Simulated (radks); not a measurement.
The numbers below are computed, except where a source is named.
Neutral chlorine inside a hard spherical wall (all orbitals vanish at R), configuration held at [Ne] 3s2 3p5 and not refilled when levels cross. Level of theory: non-relativistic Kohn-Sham, LDA (Slater exchange, Perdew-Wang correlation), spin-polarised, spherical densities, point nucleus; open shells are filled with parallel spins first (a radial shooting solver on a logarithmic mesh with Libxc functionals). Eigenvalues in eV for spin up, with the zero of energy where the potential of the charges vanishes at infinity; a dash marks a level that is unbound or too diffuse for the functional's potential to be trusted. A positive occupied level is held by the wall or, in an anion where self-interaction has pushed it up, behind a barrier. The pressure on the wall is -dE/dV.

R (bohr)	E (hartree)	kinetic (hartree)	e(2s)	e(2p)	e(3s)	e(3p)	e(4s, empty)	e(4p, empty)	pressure (GPa)
free	-458.66551	457.764	-250.07	-191.65	-20.933	-9.078	-0.326	-	0
15	-458.66551	457.764	-250.07	-191.65	-20.933	-9.078	-0.264	0.782	< 0.0001
12	-458.66551	457.764	-250.07	-191.65	-20.933	-9.078	-0.136	1.201	< 0.0001
10	-458.66550	457.765	-250.07	-191.65	-20.932	-9.077	0.118	1.802	0.000342
8	-458.66528	457.767	-250.05	-191.62	-20.915	-9.061	0.852	3.183	0.0134
7	-458.66437	457.776	-249.99	-191.56	-20.865	-9.012	1.738	4.626	0.0873
3.5	-458.28890	459.728	-242.33	-183.80	-15.602	-3.124	29.834	38.226	129
2.5	-456.21274	467.426	-223.22	-164.30	-0.129	14.487	93.295	103.74	1820
2	-451.76805	480.732	-200.08	-140.42	25.778	42.628	185.47	193.70	8760
1.5	-436.59490	519.028	-154.87	-92.956	104.71	122.59	422.41	414.44	57900
